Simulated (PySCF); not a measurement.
CH$_{8}$Si$_{2}$, charge -1, doublet, at a GFN2-xTB geometry (a state made from the parent by changing its charge; the spin is typed, not shown lowest) (in this run its highest filled SCF level lies above zero, so its values depend strongly on the basis, on diffuse functions most of all); DF-BLYP/def2-TZVPD run with PySCF.

Here is a job for PySCF.
```python
from pyscf import gto, scf, dft
import numpy

mol = gto.M(
    atom='''
Si    1.321840    0.747185    0.018550
C     0.304305   -0.862948   -0.159684
Si   -1.465487   -0.310137    0.061533
H     2.814673    0.601153   -0.117312
H     1.104940    1.227750   -1.425940
H     1.330131    0.755330    1.556211
H     0.581245   -1.604765    0.591803
H     0.450860   -1.331236   -1.134849
H    -1.867257    0.585291   -1.042259
H    -1.680308    0.193099    1.433456
H    -2.549051   -1.367595   -0.024162
''',
    basis='def2-tzvpd',
    charge=-1,
    spin=1,
    verbose=4,
)
print('smallest overlap eigenvalue', numpy.linalg.eigvalsh(mol.intor('int1e_ovlp'))[0])

mf = dft.UKS(mol)
mf.xc = 'blyp'
mf = mf.density_fit(auxbasis='def2-universal-jkfit')
mf = scf.addons.remove_linear_dep_(mf, threshold=1e-6, lindep=1e-6)
mf.kernel()
```

It wrote (shortened):

```
PySCF version 2.14.0

[INPUT] verbose = 4
[INPUT] num. atoms = 11
[INPUT] num. electrons = 43
[INPUT] charge = -1
[INPUT] spin (= nelec alpha-beta = 2S) = 1
[INPUT] symmetry False subgroup None
[INPUT] Mole.unit = angstrom
[INPUT] Symbol           X                Y                Z      unit          X                Y                Z       unit  Magmom
[INPUT]  1 Si     1.321840000000   0.747185000000   0.018550000000 AA    2.497915580495   1.411975014383   0.035054419611 Bohr   0.0
[INPUT]  2 C      0.304305000000  -0.862948000000  -0.159684000000 AA    0.575053108336  -1.630735379741  -0.301759026475 Bohr   0.0
[INPUT]  3 Si    -1.465487000000  -0.310137000000   0.061533000000 AA   -2.769369069110  -0.586073991094   0.116280517623 Bohr   0.0
[INPUT]  4 H      2.814673000000   0.601153000000  -0.117312000000 AA    5.318961100208   1.136014528961  -0.221687551125 Bohr   0.0
[INPUT]  5 H      1.104940000000   1.227750000000  -1.425940000000 AA    2.088033984077   2.320111249435  -2.694636070062 Bohr   0.0
[INPUT]  6 H      1.330131000000   0.755330000000   1.556211000000 AA    2.513583299794   1.427366833668   2.940812582036 Bohr   0.0
[INPUT]  7 H      0.581245000000  -1.604765000000   0.591803000000 AA    1.098393861273  -3.032566344288   1.118345589696 Bohr   0.0
[INPUT]  8 H      0.450860000000  -1.331236000000  -1.134849000000 AA    0.852001920521  -2.515671447161  -2.144553802737 Bohr   0.0
[INPUT]  9 H     -1.867257000000   0.585291000000  -1.042259000000 AA   -3.528604334177   1.106039693173  -1.969584060863 Bohr   0.0
[INPUT] 10 H     -1.680308000000   0.193099000000   1.433456000000 AA   -3.175321924916   0.364904224927   2.708839251615 Bohr   0.0
[INPUT] 11 H     -2.549051000000  -1.367595000000  -0.024162000000 AA   -4.817008267549  -2.584379999325  -0.045659562622 Bohr   0.0

nuclear repulsion = 152.872024367974
number of shells = 83
number of NR pGTOs = 278
number of NR cGTOs = 195
basis = def2-tzvpd
ecp = {}
input.py:28: DeprecationWarning: remove_linear_dep_ is deprecated and will be removed in a future release. Linear dependency handling is now built into the SCF procedure by default. Linear dependency removal can be controlled using the following settings:
  pyscf.scf.hf.remove_overlap_zero_eigenvalue = True
  pyscf.scf.hf.overlap_zero_eigenvalue_threshold = 1e-6

  mf = scf.addons.remove_linear_dep_(mf, threshold=1e-6, lindep=1e-6)
smallest overlap eigenvalue 3.130038715663674e-05

******** <class 'pyscf.df.df_jk.DFUKS'> ********
method = DFUKS
initial guess = minao
damping factor = 0
level_shift factor = 0
DIIS = <class 'pyscf.scf.diis.CDIIS'>
diis_start_cycle = 1
diis_space = 8
diis_damp = 0
SCF conv_tol = 1e-09
SCF conv_tol_grad = None
SCF max_cycles = 50
direct_scf = False
number electrons alpha = 22  beta = 21
XC library pyscf.dft.libxc version 7.1.2
    S. Lehtola, C. Steigemann, M. J. T. Oliveira, and M. A. L. Marques,  SoftwareX 7, 1–5 (2018)
XC functionals = blyp
    A. D. Becke,  Phys. Rev. A 38, 3098 (1988)
    C. Lee, W. Yang, and R. G. Parr,  Phys. Rev. B 37, 785 (1988)
    B. Miehlich, A. Savin, H. Stoll, and H. Preuss,  Chem. Phys. Lett. 157, 200 (1989)
radial grids:
    Treutler-Ahlrichs [JCP 102, 346 (1995); DOI:10.1063/1.469408] (M4) radial grids

becke partition: Becke, JCP 88, 2547 (1988); DOI:10.1063/1.454033
pruning grids: <function nwchem_prune>
grids dens level: 3
symmetrized grids: False
atomic radii adjust function: <function treutler_atomic_radii_adjust>
small_rho_cutoff = 0
Set gradient conv threshold to 3.16228e-05
tot grids = 130944
init E= -621.610312530322

cycle= 1 E= -621.720573740142  delta_E= -0.11  |g|= 0.423  |ddm|= 2.05

cycle= 2 E= -621.271559560841  delta_E= 0.449  |g|= 0.85  |ddm|= 80.8
cycle= 3 E= -621.818332878318  delta_E= -0.547  |g|= 0.131  |ddm|= 80.2
cycle= 4 E= -621.832383762172  delta_E= -0.0141  |g|= 0.048  |ddm|= 3.67
cycle= 5 E= -621.833580743694  delta_E= -0.0012  |g|= 0.0231  |ddm|= 1.17
cycle= 6 E= -621.834007289322  delta_E= -0.000427  |g|= 0.00265  |ddm|= 0.718
cycle= 7 E= -621.83401521208  delta_E= -7.92e-06  |g|= 0.00109  |ddm|= 0.128
cycle= 8 E= -621.834016489423  delta_E= -1.28e-06  |g|= 0.000361  |ddm|= 0.0298
cycle= 9 E= -621.834016589422  delta_E= -1e-07  |g|= 0.000149  |ddm|= 0.00429
cycle= 10 E= -621.834016603779  delta_E= -1.44e-08  |g|= 2.3e-05  |ddm|= 0.00287
cycle= 11 E= -621.834016604199  delta_E= -4.2e-10  |g|= 7.48e-06  |ddm|= 0.000381
Extra cycle  E= -621.834016604207  delta_E= -8.19e-12  |g|= 7.37e-06  |ddm|= 8.41e-05
converged SCF energy = -621.834016604207  <S^2> = 0.75194846  2S+1 = 2.0019475
```
